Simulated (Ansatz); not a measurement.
System: MoO (charge 0, quintet). The spin state was set by rule; other spins were not relaxed. 
Geometry from a B3LYP-D3(BJ)/def2-TZVP (Ansatz, a first-principles code) optimisation:
SMILES: [O]=[Mo]
```xyz
2

Mo     0.0000     0.0000    -0.2716
O      0.0000     0.0000     1.4261
```
Charge 0, spin multiplicity 5.

Basis-set convergence of Hartree-Fock and MP2 correlation energies (hartree) with Ansatz. Cores are frozen in the correlated levels unless marked. UHF or UKS for open shells. Spin-orbit coupling is left out. Frozen are the shells of the preceding noble gas and the d and f shells that filled before the atom's block. In def2 rows, elements after Kr have scalar-relativistic effective core potentials.

The UHF reference is spin-contaminated (<S^2> 0.52 over the pure value in the largest basis). The T1 diagnostic of CCSD in the largest basis is 0.081, which is high, so the coupled-cluster rows are less sure than usual.

```csv
basis,functions,E(HF),"E(corr, MP2)"
def2-SVPD,57,-142.30740,-0.27847
def2-TZVPPD,96,-142.42205,-0.34581
def2-QZVPPD,147,-142.42684,-0.36901
```

Extrapolating the two largest sets (X = 3 and 4) as X^-3: E(corr) = (64·(-0.36901) - 27·(-0.34581))/37 = -0.3859 Eh, an estimate of the basis-set limit. The largest set recovers 95.6 % of it, the smallest 72.2 %.
